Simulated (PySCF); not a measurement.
Can point charges reproduce the dipole moment of `COC(=O)CC[SiH2]C(Cl)Cl`?

Coordinates (GFN2-xTB, Å) and charges (e) from the PBE0/pcSseg-1 density (PySCF):

| atom | x | y | z | Mulliken | IAO | Hirshfeld | ESP-fitted |
| --- | --- | --- | --- | --- | --- | --- | --- |
| C1 | -3.553 | 0.315 | -0.643 | -0.0419 | -0.2201 | -0.0287 | -0.1254 |
| O2 | -2.691 | -0.125 | 0.404 | -0.4473 | -0.3117 | -0.0842 | -0.4031 |
| C3 | -1.392 | 0.033 | 0.232 | +0.4916 | +0.5311 | +0.2355 | +0.8554 |
| O4 | -0.902 | 0.512 | -0.770 | -0.4772 | -0.4519 | -0.1815 | -0.5195 |
| C5 | -0.566 | -0.425 | 1.394 | -0.2140 | -0.3030 | -0.0738 | -0.3360 |
| C6 | 0.820 | -0.810 | 0.901 | -0.5336 | -0.5402 | -0.1649 | -0.1217 |
| Si7 | 1.420 | 0.394 | -0.453 | +0.7771 | +0.7880 | +0.2788 | +0.4509 |
| C8 | 3.351 | 0.272 | -0.235 | -0.4603 | -0.3914 | -0.0682 | -0.6174 |
| Cl9 | 3.874 | -1.408 | -0.447 | -0.1069 | -0.0864 | -0.0640 | -0.0541 |
| Cl10 | 3.831 | 0.841 | 1.373 | -0.1081 | -0.0876 | -0.0650 | -0.0490 |
| H11 | -4.489 | -0.225 | -0.518 | +0.1348 | +0.1690 | +0.0609 | +0.1394 |
| H12 | -3.106 | 0.101 | -1.615 | +0.1348 | +0.1626 | +0.0500 | +0.1080 |
| H13 | -3.723 | 1.389 | -0.555 | +0.1264 | +0.1571 | +0.0561 | +0.1140 |
| H14 | -1.082 | -1.229 | 1.919 | +0.1539 | +0.1650 | +0.0520 | +0.1036 |
| H15 | -0.495 | 0.428 | 2.076 | +0.1697 | +0.1720 | +0.0607 | +0.1073 |
| H16 | 1.511 | -0.832 | 1.742 | +0.1601 | +0.1635 | +0.0320 | +0.1006 |
| H17 | 0.789 | -1.820 | 0.492 | +0.1585 | +0.1561 | +0.0369 | +0.0586 |
| H18 | 1.202 | 1.809 | -0.159 | -0.0619 | -0.1264 | -0.0877 | -0.0814 |
| H19 | 1.272 | -0.070 | -1.829 | -0.0589 | -0.1225 | -0.0864 | -0.0718 |
| H20 | 3.922 | 0.861 | -0.949 | +0.2033 | +0.1769 | +0.0416 | +0.3416 |

Task: What dipole does each set of charges give (1 e·Å = 4.803 D), and what does the density give?

Result: The full density gives (-5.40, 0.30, -0.06) D, 5.40 D in size; dipole vectors point from the negative to the positive end.

```
    scheme     μx    μy     μz  size (D)  share of the full size (%)  angle to the full dipole (°)
  Mulliken  -5.83  1.28  -1.08      6.07                         112                            13
       IAO  -5.77  0.74  -0.46      5.83                         108                             6
 Hirshfeld  -4.60  0.14   0.22      4.60                          85                             4
ESP-fitted  -5.42  0.37  -0.14      5.44                         101                             1
```

Task: Which set comes closest?

Result: Length of the difference vector: ESP-fitted 0.11 D, IAO 0.70 D, Hirshfeld 0.86 D, Mulliken 1.48 D. Closest: ESP-fitted. ESP charges are fitted to the potential around the molecule, whose slowest-falling term is the dipole's. 

Task: What is left for the Hirshfeld atoms' own dipoles?

Result: The shares of the density sum to the whole, so what Σ q r misses lies in dipoles about the nuclei. The atomic dipoles sum to (-5.40, 0.30, -0.06) − (-4.60, 0.14, 0.22) = (-0.80, 0.16, -0.28) D, 0.86 D in size.

Task: With the origin at the mean of the coordinates, (0.000, 0.001, 0.118) Å, which are the largest single terms, by size, of the Mulliken dipole along the direction of the full one?

Result: C8 +7.36, O2 -5.75, Si7 -5.19, H20 -3.77, C3 +3.28 D; all 20 atoms together +5.91 D. The single terms depend on the origin, their sum doesn't.

Task: Give the size of the full dipole in other units.

Result: 5.40 D = 2.126 au = 1.125 e·Å = 18.03 × 10⁻³⁰ C·m.

Geometry: GFN2-xTB, one conformer, isolated molecule.
